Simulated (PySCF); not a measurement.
Compound: C₇H₁₃FOSi.
Atom-mapped SMILES: `[CH3:1][CH2:2][C@H:3]1[CH2:4][Si@:5]([F:6])([C:7]([CH3:8])=[O:9])[CH2:10]1`

Cartesian coordinates in Å at the GFN2-xTB level; atoms count from 1:
```xyz
23
C7H13FOSi angstrom
C      3.2347    0.2074   -1.1756
C      2.3366   -0.7363   -0.3835
C      0.8613   -0.4076   -0.5616
C     -0.0900   -1.3906    0.1682
Si    -1.0460    0.0614    0.9405
F     -1.0408    0.1174    2.5744
C     -2.8634    0.4437    0.4527
C     -3.8217    0.6777    1.5857
O     -3.2033    0.4904   -0.7069
C      0.4229    0.9262    0.0965
H      3.0274    0.1240   -2.2402
H      4.2821   -0.0322   -1.0084
H      3.0671    1.2387   -0.8751
H      2.5900   -0.6796    0.6782
H      2.5144   -1.7635   -0.7120
H      0.6246   -0.3883   -1.6269
H     -0.6143   -2.0667   -0.5011
H      0.4414   -1.9964    0.9003
H     -3.8537   -0.2129    2.2099
H     -3.4500    1.4927    2.2028
H     -4.8166    0.9099    1.2133
H      1.1657    1.2873    0.8060
H      0.2269    1.7243   -0.6138
```

NICS is the negative of the GIAO shielding at a point without a nucleus: at the ring centre (0) and 1 Å above and below it (1); zz is the component along the ring normal. Level: GIAO PBE0/pcSseg-1 (PySCF, non-relativistic, gas phase) on the GFN2-xTB geometry, one conformer.

Ring bond lengths (Å), with Mayer bond orders in brackets: C3–C4 1.550 (0.98), C4–Si5 1.902 (0.93), Si5–C10 1.902 (0.93), C10–C3 1.551 (0.97).

**Question.** What do the NICS probes read (ppm)?

**Answer.** 
| ring | type | NICS(0) | NICS(1), two faces | NICS(1)zz, two faces | rms pucker (Å) | centre to ring atoms, mean (Å) |
| --- | --- | --- | --- | --- | --- | --- |
| C3–C4–Si5–C10 | 4-membered ring with Si; formal bonds all single | -1.0 | -1.7 / -1.4 | 0.6 / 5.1 | 0.06 | 1.22 |

**Question.** What do they say, and how far can they be read as aromaticity?

**Answer.** 
- C3–C4–Si5–C10: mean NICS(1)zz 2.8 ppm, near zero. C3, C4, Si5, C10 have four or more neighbours; no verdict on aromaticity is drawn. The two faces differ by 4.5 ppm, so no symmetry operation interchanges them.

**Question.** At the first NICS(1) probe listed for ring C3–C4–Si5–C10, 1 Å off the ring, what do the in-plane components average?

**Answer.** The isotropic value is a third of the trace: (3 × -1.7 − (0.6))/2 = -2.8 ppm.

**Question.** Give the inner angles of the rings and the Hirshfeld charges of the ring atoms.

**Answer.** 
- C3–C4–Si5–C10: C3 99.9° (-0.017 e), C4 90.9° (-0.167 e), Si5 77.2° (+0.454 e), C10 90.9° (-0.166 e); sum 358.9° against 360° for a flat convex ring.

**Question.** How shielded are the nuclei of the rings and their hydrogens (means over atoms taken as equivalent)?

**Answer.** 
| atoms | environment | σ isotropic (ppm) |
| --- | --- | --- |
| C3 | four-membered-ring carbon | 156.4 |
| C4 (×2) | sp3 carbon bound to silicon | 154.6 |
| Si5 | fluorine-bound silicon | 353.2 |
| H16 | methine hydrogen | 29.99 |
| H17 (×2) | methylene hydrogen | 29.70 |
| H18 (×2) | methylene hydrogen | 30.35 |
